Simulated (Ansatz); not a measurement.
```yaml
crystal:
  periodic: [false, false, false]
  atoms:
    - {symbol: C, position_ang: [-0.311433, 1.389424, 0.281993]}
    - {symbol: C, position_ang: [0.377769, 0.593859, -0.067476]}
    - {symbol: Ga, position_ang: [-0.020090, -1.572623, -0.130957]}
    - {symbol: Cl, position_ang: [1.510766, -2.833258, -0.642834]}
    - {symbol: H, position_ang: [-1.411563, 1.308408, 0.546176]}
    - {symbol: H, position_ang: [-0.131604, 2.449767, 0.268830]}
    - {symbol: H, position_ang: [1.459393, 0.752655, -0.119962]}
    - {symbol: H, position_ang: [-1.445203, -1.994571, 0.085547]}
basis:
  gaussian: {orbitals: cc-pVDZ}
total_charge: 1
magnetization: {spin_polarized: true, initial_magnetization: 1}
hamiltonian: {xc: {name: HF}}
correlation: {method: mp2, frozen_orbitals: {C: 9}}
accuracy: high
```

```sh
$ ansatz run in.yaml --threads 2 --pin off --events-out ev --progress --plain --max-ram 32768MiB --backend cpu
```

Shortened log:

```
Functional definition: HF
Error: "frozen_orbitals" has no count for Ga
```

In this input frozen orbitals are typed for one element alone, and the program wants a count for each. The program refused the input.
